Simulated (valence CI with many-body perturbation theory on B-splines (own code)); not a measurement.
Bi XII: what the settings do

Calculated by configuration interaction combined with many-body perturbation theory (CI+MBPT): four valence electrons over a frozen Dirac-Fock core [Xe] 4f14, radial functions for each j: 6 s, 6 p, 5 d, 5 f, 1 g, with the one-electron correlation potential Σ1 (screened to all orders), the two-electron term Σ2, the three-electron term Σ3, Breit, model QED; selected single and double excitations, second order for the rest (own B-spline code, finite nucleus).

No measured spectrum was set against this ion. As an estimate, terms of the open shell hold to 2 to 4 % of their energy, and close levels can change places. Only levels of the ground parity were solved; by the run's estimate the other parity begins above the list, which can be wrong where configurations are misplaced.

The reference run has the lowest level (5d3/2^4) J=0 and an ionisation energy of 208.953 eV. Its largest variational space holds 9997 state functions.

Levels are named by their leading jj configuration (3d3/2^4 stands for four electrons in 3d with j = 3/2), which in mixed levels can hold well under half, so a name can repeat and another be missing. Letters in brackets count levels of one name in rising energy.

Changed runs:
A. logarithmic knot step 0.27 → 0.4
B. highest l with Σ1, explicit Σ2 and valence Breit (higher l get mean screening factors) 3 → 0
C. Davidson tolerance 2e-05 → 0.001; factor on the speed of light 1 → 100; QED terms on → off
D. scale of Σ1 1 → 2 (bad on purpose)

Excitation energies of the reference run in cm⁻¹, and shifts in cm⁻¹:

| Level | Reference | A | B | D |
| --- | --- | --- | --- | --- |
| (5d3/2^3 5d5/2) J=1 | 20741 | -8.4 | -773 | +914 |
| (5d3/2^3 5d5/2) J=2 | 32853 | -11 | -857 | +1218 |
| (5d3/2^3 5d5/2) J=4 | 37720 | -8.6 | +69 | +985 |
| (5d3/2^3 5d5/2) J=3 | 38895 | -11 | -624 | +1221 |
| (5d3/2^2 5d5/2^2) J=0 | 55670 | -14 | -2391 | +1753 |
| (5d3/2^2 5d5/2^2) J=4 [a] | 58328 | -16 | -763 | +1852 |
| (5d3/2^2 5d5/2^2) J=3 [a] | 61962 | -15 | -517 | +1715 |
| (5d3/2^2 5d5/2^2) J=2 [a] | 62018 | -13 | -1180 | +1570 |
| (5d3/2^2 5d5/2^2) J=5 | 67479 | -16 | +234 | +1848 |
| (5d3/2^2 5d5/2^2) J=1 | 69912 | -16 | -2123 | +1901 |
| (5d3/2^2 5d5/2^2) J=6 | 71964 | -17 | +690 | +1885 |
| (5d3/2^2 5d5/2^2) J=4 [b] | 77009 | -16 | -334 | +1917 |
| Ionisation energy (eV) | 208.953 | -0.015 | +0.163 | +1.893 |

Run C ends with another lowest level, (5d3/2^2 5d5/2^2) J=0, and an ionisation energy of 210.428 eV.
